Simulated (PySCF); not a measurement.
r2SCAN0 on Fe⁻ (iron, charge -1), [Ar] 3d7 4s2, high-spin 4F determinant. All numbers are calculated (PySCF 2.14, no relativity, point nucleus, in def2-TZVPPD).

```
cycle= 1 E= -1263.60650368712  delta_E= -0.0103  |g|= 0.152  |ddm|= 0.368
cycle= 2 E= -1263.58710152134  delta_E= 0.0194  |g|= 0.335  |ddm|= 0.337
cycle= 3 E= -1263.61208235134  delta_E= -0.025  |g|= 0.00466  |ddm|= 0.16
cycle= 4 E= -1263.61209287998  delta_E= -1.05e-05  |g|= 0.00603  |ddm|= 0.00955
cycle= 5 E= -1263.61210323306  delta_E= -1.04e-05  |g|= 0.000571  |ddm|= 0.00774
cycle= 6 E= -1263.61210353698  delta_E= -3.04e-07  |g|= 0.00017  |ddm|= 0.00268
cycle= 7 E= -1263.61210354469  delta_E= -7.71e-09  |g|= 3.93e-06  |ddm|= 0.000322
cycle= 8 E= -1263.61210354471  delta_E= -1.41e-11  |g|= 4.43e-07  |ddm|= 1.72e-05
converged SCF energy = -1263.61210354471  <S^2> = 3.7738433  2S+1 = 4.011904
```

Highest occupied orbital energy: 1.840 eV; ⟨L²⟩ = 12.03; populations by l: s 8.00, p 12.00, d 7.00, f 0.00.

(1) Can this result be used?

## Answers

(1) With care. The run converged. At r2SCAN0 the highest occupied level has a positive energy, so only the finite basis holds that electron; in a semilocal or global hybrid functional this comes from self-interaction and does not mean that the real anion is unbound.
